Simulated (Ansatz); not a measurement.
## Cost against result

The pair of NH$_{4}$⁺ (SMILES [NH4+], atoms 1–5) and HBr (SMILES Br, atoms 6–7), both closed shells, in one local arrangement (a lower one may exist), relaxed at PBE0-D4/def2-TZVP:

```tsv
atom	x (Å)	y (Å)	z (Å)
N1	-0.0096	0.0489	-1.0192
H2	-0.9325	-0.2315	-1.3559
H3	0.6789	-0.6566	-1.2875
H4	-0.0306	0.1442	0.0223
H5	0.2461	0.9449	-1.4384
Br6	-0.1323	0.5286	2.3005
H7	0.1801	-0.7785	2.7781
```

Interaction energies are counterpoise-corrected; the time is that of the whole pair.

Ansatz 0.2.0; basis: as named in each row; cores frozen in the correlated methods. Filled d shells of the heavier atoms are correlated. The def2 sets are not built for correlating such inner shells, so the correlated values are less sure here. B3LYP uses VWN-RPA correlation. Extrapolation: Hartree–Fock as exp(−7.88 √X), correlation as X^−2.97.

Times are rough, for one single point on 2 threads of a shared host (Arm Neoverse V1).

The estimate by CCSD(T) at an estimated basis limit (MP2 extrapolated from triple and quadruple zeta, plus CCSD(T) − MP2 in triple zeta) is -8.84 kcal/mol.

```json
{"method": "HF", "basis": "STO-3G", "time (s)": "under 1", "interaction energy (kcal/mol)": "-7.36", "method less estimate": "1.49"}
{"method": "PBE-D4", "basis": "STO-3G", "time (s)": "under 1", "interaction energy (kcal/mol)": "-14.58", "method less estimate": "-5.74"}
{"method": "SPW92", "basis": "def2-SVP", "time (s)": "under 1", "interaction energy (kcal/mol)": "-13.31", "method less estimate": "-4.47"}
{"method": "PBE-D4", "basis": "def2-SVP", "time (s)": "under 1", "interaction energy (kcal/mol)": "-11.31", "method less estimate": "-2.47"}
{"method": "B3LYP-D4", "basis": "6-31G", "time (s)": "under 1", "interaction energy (kcal/mol)": "-8.37", "method less estimate": "0.47"}
{"method": "PBE0-D4", "basis": "def2-SVP", "time (s)": "under 1", "interaction energy (kcal/mol)": "-10.31", "method less estimate": "-1.46"}
{"method": "CCSD(T)", "basis": "def2-SVP", "time (s)": "1", "interaction energy (kcal/mol)": "-7.25", "method less estimate": "1.60"}
{"method": "PBE-D4", "basis": "def2-TZVPPD", "time (s)": "2", "interaction energy (kcal/mol)": "-10.75", "method less estimate": "-1.91"}
{"method": "revPBE-D4", "basis": "def2-TZVPPD", "time (s)": "2", "interaction energy (kcal/mol)": "-10.37", "method less estimate": "-1.52"}
{"method": "BLYP-D4", "basis": "def2-TZVPPD", "time (s)": "2", "interaction energy (kcal/mol)": "-10.19", "method less estimate": "-1.35"}
{"method": "PBE0-D4", "basis": "def2-TZVPPD", "time (s)": "2", "interaction energy (kcal/mol)": "-10.04", "method less estimate": "-1.20"}
{"method": "B3LYP-D4", "basis": "def2-TZVPPD", "time (s)": "3", "interaction energy (kcal/mol)": "-9.81", "method less estimate": "-0.97"}
{"method": "HSE06-D4", "basis": "def2-TZVPPD", "time (s)": "3", "interaction energy (kcal/mol)": "-10.05", "method less estimate": "-1.21"}
{"method": "wB97M-V", "basis": "def2-SVP", "time (s)": "3", "interaction energy (kcal/mol)": "-9.56", "method less estimate": "-0.71"}
{"method": "r2SCAN-D4", "basis": "def2-TZVPPD", "time (s)": "3", "interaction energy (kcal/mol)": "-9.50", "method less estimate": "-0.66"}
{"method": "B2PLYP", "basis": "def2-TZVPPD", "time (s)": "4", "interaction energy (kcal/mol)": "-8.53", "method less estimate": "0.32"}
{"method": "wB97X-V", "basis": "def2-TZVPPD", "time (s)": "6", "interaction energy (kcal/mol)": "-8.89", "method less estimate": "-0.05"}
{"method": "B97M-V", "basis": "def2-TZVPPD", "time (s)": "7", "interaction energy (kcal/mol)": "-9.36", "method less estimate": "-0.52"}
{"method": "wB97M-V", "basis": "def2-TZVPPD", "time (s)": "8", "interaction energy (kcal/mol)": "-8.90", "method less estimate": "-0.06"}
{"method": "MP2", "basis": "def2-QZVPPD", "time (s)": "13", "interaction energy (kcal/mol)": "-8.87", "method less estimate": "-0.03"}
{"method": "CCSD(T)", "basis": "def2-TZVPPD", "time (s)": "45", "interaction energy (kcal/mol)": "-8.19", "method less estimate": "0.65"}
```

The T1 diagnostic stays at or below 0.006.
